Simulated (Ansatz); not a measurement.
Basis sets compared for Al4As4 (the lowest singlet isomer of a short search). Total charge 0; singlet. Geometry PBE0-D4/def2-SVP. Ansatz on 4 threads of Arm Neoverse V2 on a shared host; times are rough, and most runs start from earlier orbitals.

```
atom    x (Å)    y (Å)    z (Å)
 Al1  -1.8891  -0.3470   0.7151
 Al2   0.7890  -1.0397   1.5799
 Al3  -0.7890   1.0397  -1.5799
 Al4   1.8891   0.3470  -0.7151
 As5  -2.6318   1.5752  -0.3096
 As6   1.0524   0.5061  -2.8531
 As7  -1.1494  -2.2697   1.7410
 As8   2.7289   0.1884   1.4217
```

The structure comes from a short search, and lower isomers may exist.

Binding counts from free atoms (Al doublet, As quartet) in the same basis, without a counterpoise term.

```json
{"level": "PBE-D4/def2-SVP", "functions": "200", "energy (Eh)": "-9910.1720", "HOMO (eV)": "-5.67", "LUMO (eV)": "-3.83", "binding per atom (eV)": "2.81", "wall time": "4 s"}
{"level": "PBE-D4/def2-TZVP (with forces)", "functions": "340", "energy (Eh)": "-9911.6213", "HOMO (eV)": "-5.63", "LUMO (eV)": "-3.83", "binding per atom (eV)": "2.82", "wall time": "11 s"}
{"level": "PBE0-D4/def2-SVP", "functions": "200", "energy (Eh)": "-9910.5055", "HOMO (eV)": "-6.55", "LUMO (eV)": "-3.40", "binding per atom (eV)": "2.69", "wall time": "8.5 s"}
{"level": "PBE0-D4/def2-TZVP", "functions": "340", "energy (Eh)": "-9911.9499", "HOMO (eV)": "-6.50", "LUMO (eV)": "-3.36", "binding per atom (eV)": "2.71", "wall time": "27 s"}
```

Estimate the rows for PBE-D4/def2-TZVPD, PBE0-D4/def2-TZVPD.


```json
{"level": "PBE-D4/def2-TZVPD", "functions": "388", "energy (Eh)": "-9911.6234", "HOMO (eV)": "-5.65", "LUMO (eV)": "-3.87", "binding per atom (eV)": "2.83", "wall time": "12 s"}
{"level": "PBE0-D4/def2-TZVPD", "functions": "388", "energy (Eh)": "-9911.9519", "HOMO (eV)": "-6.51", "LUMO (eV)": "-3.40", "binding per atom (eV)": "2.72", "wall time": "29 s"}
```
